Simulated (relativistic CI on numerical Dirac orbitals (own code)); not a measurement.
## Level scheme of Rh26+

Calculated at this level of theory: Dirac-Coulomb-Breit CI, separate exchange-only KLI orbitals for each configuration, a model potential for QED, unscaled Slater integrals (own radial code, finite nucleus).

CI space (outside the closed core [Ne]): 3s2 3p6 3d, 3s2 3p5 3d2, 3s 3p6 3d2, 3s2 3p6 4s, 3s2 3p6 4p, 3s2 3p6 4d, 3s2 3p6 4f, 3s2 3p5 3d 4s, 3s2 3p5 3d 4p, 3s2 3p5 3d 4d, 3s 3p6 3d 4s, 3p6 3d2 4p, 3s2 3p5 3d 4f, 3s 3p6 3d 4p, 3s2 3p6 5s, 3s2 3p6 5p, 3s 3p6 3d 4d, 3s2 3p6 5d, 3s2 3p6 5f, 3s2 3p6 5g, 3s 3p6 3d 4f, 3p6 3d3, 3p5 3d4, 3p6 3d2 4s, 3p5 3d3 4s, 3p6 3d2 4d, 3p5 3d3 4d. Double excitations out of closed p, d and f shells are left out; levels of such configurations are missing from the list, as are those of other unlisted configurations, and high levels can miss mixing partners. These lack a partner that the ground configuration has and come out too high: 3s2 3p5 3d 4p, 3s2 3p5 3d 4f.

The lowest level is 3s2 3p6 3d 2D_3/2, with 100 % of that term; Hund's rules for 3s2 3p6 3d give 2D with J = 3/2, in agreement.

```
No.  Configuration  Term     J   E (eV)    %  Landé g  Lifetime (s)            jj configuration (%)
  1     3s2 3p6 3d    2D   3/2    0.000  100    0.796                                   3d3/2 (100)
  2     3s2 3p6 3d    2D   5/2    6.610  100    1.197      6.14e-04                     3d5/2 (100)
  3    3s2 3p5 3d2   4D°   1/2  125.399   95    0.036      3.63e-08            3p3/2^3 3d3/2^2 (75)
  4    3s2 3p5 3d2   4D°   3/2  126.633   77    1.097      1.09e-07            3p3/2^3 3d3/2^2 (74)
  5    3s2 3p5 3d2   4D°   5/2  129.676   58    1.218      1.42e-07        3p3/2^3 3d3/2 3d5/2 (51)
  6    3s2 3p5 3d2   4G°   7/2  132.878   41    1.111      8.87e-08            3p3/2^3 3d3/2^2 (52)
  7    3s2 3p5 3d2   2F°   5/2  133.908   29    1.093      2.98e-09        3p3/2^3 3d3/2 3d5/2 (51)
  8    3s2 3p5 3d2   4D°   7/2  134.980   57    1.263      2.89e-08        3p3/2^3 3d3/2 3d5/2 (36)
  9    3s2 3p5 3d2   4G°   9/2  135.476   76    1.186      3.66e-03        3p3/2^3 3d3/2 3d5/2 (96)
 10    3s2 3p5 3d2   4G°  11/2  137.717   92    1.254      8.15e-03            3p3/2^3 3d5/2^2 (53)
 11    3s2 3p5 3d2   2D°   3/2  138.539   44    0.916      2.83e-10        3p3/2^3 3d3/2 3d5/2 (65)
 12    3s2 3p5 3d2   4P°   5/2  138.840   58    1.326      2.26e-08        3p3/2^3 3d3/2 3d5/2 (90)
 13    3s2 3p5 3d2   4P°   3/2  139.551   58    1.474      6.43e-10            3p3/2^3 3d3/2^2 (58)
 14    3s2 3p5 3d2   2G°   7/2  141.733   46    1.058      1.41e-08        3p3/2^3 3d3/2 3d5/2 (92)
 15    3s2 3p5 3d2   4P°   1/2  143.724   50    1.813      4.42e-06        3p3/2^3 3d3/2 3d5/2 (89)
 16    3s2 3p5 3d2   4F°   9/2  145.086   64    1.250      2.03e-04            3p3/2^3 3d5/2^2 (64)
 17    3s2 3p5 3d2   2D°   5/2  145.284   59    1.165      5.07e-10            3p3/2^3 3d5/2^2 (74)
 18    3s2 3p5 3d2   2F°   7/2  146.603   55    1.203      2.86e-10        3p3/2^3 3d3/2 3d5/2 (82)
 19    3s2 3p5 3d2   2H°  11/2  147.420   92    1.103      3.98e-04        3p3/2^3 3d3/2 3d5/2 (53)
 20    3s2 3p5 3d2   2P°   3/2  148.076   26    1.133      2.43e-10        3p3/2^3 3d3/2 3d5/2 (78)
 21    3s2 3p5 3d2   4D°   5/2  148.454   32    1.157      1.95e-10        3p3/2^3 3d3/2 3d5/2 (67)
 22    3s2 3p5 3d2   2F°   7/2  150.589   55    1.212      7.11e-11            3p3/2^3 3d5/2^2 (76)
 23    3s2 3p5 3d2   2P°   1/2  151.811   66    1.232      2.00e-10            3p3/2^3 3d5/2^2 (87)
 24    3s2 3p5 3d2   2G°   9/2  154.331   56    1.025      1.99e-04        3p3/2^3 3d3/2 3d5/2 (65)
 25    3s2 3p5 3d2   4G°   5/2  154.951   45    0.811      2.32e-11        3p3/2^3 3d3/2 3d5/2 (43)
 26    3s2 3p5 3d2   2D°   3/2  155.088   48    0.881      3.51e-11        3p3/2^3 3d3/2 3d5/2 (52)
 27    3s2 3p5 3d2   4D°   5/2  161.538   35    1.102      3.01e-11  3p1/2 3p3/2^4 3d3/2 3d5/2 (39)
 28    3s2 3p5 3d2   2G°   7/2  162.234   40    1.132      2.92e-11            3p3/2^3 3d5/2^2 (59)
 29    3s2 3p5 3d2   2D°   3/2  164.482   37    1.249      8.49e-11            3p3/2^3 3d5/2^2 (69)
 30    3s2 3p5 3d2   4D°   1/2  164.548   57    0.535      1.29e-11        3p3/2^3 3d3/2 3d5/2 (41)
```

Energies count from the lowest computed level; ° marks odd parity; lifetimes are radiative, by E1, M1, E2, M2, E3 decay to levels of this space only. Filled j subshells are mostly left out of the jj labels.

The mean weight of the leading LS term, summed over parents, in these 30 levels is 58 %, and that of the leading jj configuration (from the same eigenvectors) 68 %.

At this charge energies of transitions that change n are usually good to better than 1 %, and those within a shell (Δn = 0) to a few per cent.

LS names give the leading component of a level, which can be under half, so a name can repeat, a term be missing and a line seem to break the LS rules.
